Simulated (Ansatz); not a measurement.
Q: Name a neutral molecule of C, S, Si and H with zero-point energy (PBE0-D4/def2-TZVP) between 163 and 179 kJ/mol and HOMO–LUMO gap (PBE0/def2-TZVPP) between 6.85 and 7.15 eV (Ansatz, PBE0-D4/def2-TZVP geometry).

A: `CS[SiH2]S` (174.1 kJ/mol, 7.10 eV); `C[SiH]1[SiH2]S1` (170.3 kJ/mol, 6.86 eV); `SC[SiH2]S` (167.4 kJ/mol, 7.07 eV). Other molecules can fit too; these were computed, each in one conformer that needn't be the lowest.
